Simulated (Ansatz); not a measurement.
A geometry relaxed with Ansatz (a program for electronic structure) with PBE0-D3(BJ)/def2-TZVP, charge 0, multiplicity 1:

```xyz
5

F      1.7620    -0.3659     0.0407
Sn    -0.1231     0.0256    -0.0028
H     -0.7028    -0.4697     1.5173
H     -0.2101     1.7050    -0.2556
H     -0.7260    -0.8949    -1.2995
```

Q: Write the SMILES of this molecule.

A: `[F][SnH3]`
